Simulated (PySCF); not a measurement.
Computed shifts of a molecule CH₅FN₂Si₂, PBE/pcSseg-1 (PySCF), GIAO, gas phase, atoms alike by connectivity averaged where their shifts nearly agree, in ppm (number of nuclei): ¹⁹F: -176.6 (1). ²⁹Si: -14.2 (1), -31.3 (1). ¹³C: 208.4 (1). ¹⁵N: 483.8 (1), 49.2 (1). ¹H: 10.45 (1), 6.04 (1), 5.93 (1), 5.70 (1), 1.83 (1). References: ¹⁹F against CFCl3 (σ = 133.6 ppm); ²⁹Si against TMS (σ = 335.4 ppm); ¹³C against TMS (σ = 182.0 ppm); ¹⁵N against NH3 (σ = 267.0 ppm); ¹H against TMS (σ = 31.49 ppm), references at their B3LYP-D3(BJ)/def2-TZVP geometries, non-relativistic. Geometry optimised at r2SCAN-D4/def2-SVP. The values are those of a single conformer.

**Question.** Identify the compound among the candidates.
A. F[Si@@H]1C=N[SiH2]N1
B. N[Si@]1(F)C=N[SiH2]1
C. N[Si@H]1C=N[Si@H]1F
D. F[Si@H]1N=C[SiH2]N1

**Answer.** A, F[Si@@H]1C=N[SiH2]N1
